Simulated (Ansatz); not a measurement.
`F[SiH]1CS1` + PH₃ → `P[SiH]1CS1` + H–F at 600 K and 1 bar (ligand exchange at the Si–F bond).

Program: Ansatz. Geometries: PBE0-D4/def2-TZVP. ΔE: electronic, gas phase. CCSD(T)/CBS is the MP2 limit (def2-TZVPP, def2-QZVPP) plus CCSD(T) − MP2 in def2-TZVPP, frozen cores. This one scheme is used for every species. One conformer a species, not always the lowest.

| species | CCSD(T)/CBS energy (Eh) | H − E (kJ/mol) | S (J/(mol·K)) |
| --- | --- | --- | --- |
| `F[SiH]1CS1` | -826.56648 | 148.9 | 363.5 |
| PH₃ | -342.72256 | 86.3 | 240.2 |
| `P[SiH]1CS1` | -1068.85395 | 200.4 | 415.2 |
| H–F | -100.39570 | 42.3 | 194.0 |

H − E and S are ideal-gas, rigid-rotor, harmonic terms from PBE0-D4/def2-TZVP, for one conformer and one mirror image of each species. 1 Eh = 2625.50 kJ/mol, R = 8.31446 J/(mol·K).

Task: By hand: ΔE, ΔH, ΔS and ΔG.

Result: ΔE = (-1068.85395) + (-100.39570) − (-826.56648) − (-342.72256) = 0.03939 Eh = 103.4 kJ/mol. Δ(H − E) = 200.4 + 42.3 − 148.9 − 86.3 = 7.5, so ΔH = 110.9 kJ/mol. ΔS = 415.2 + 194.0 − 363.5 − 240.2 = 5.5 J/(mol·K). ΔG = 110.9 − 600 × (5.5)/1000 = 107.6 kJ/mol.

Task: By hand: the equilibrium constant, and the temperature at which ΔG would vanish if ΔH and ΔS stayed fixed.

Result: log₁₀ K = −ΔG/(RT ln 10) = -9.4. ΔG = 0 at ΔH/ΔS = 20164 K, far beyond where these terms or the molecules hold.

The number of gas molecules stays the same, so ΔS is small and ΔH decides. A doubt of 5 kJ/mol in ΔE shifts log₁₀ K by 0.4 here. Other conformers and mirror images would add mixing entropy, several J/(mol·K) or more a flexible species. These are equilibria of isolated gas molecules and say nothing of rates. Largest T1 diagnostic: 0.013 (customary marks: 0.02 for closed shells, 0.045 for open ones).
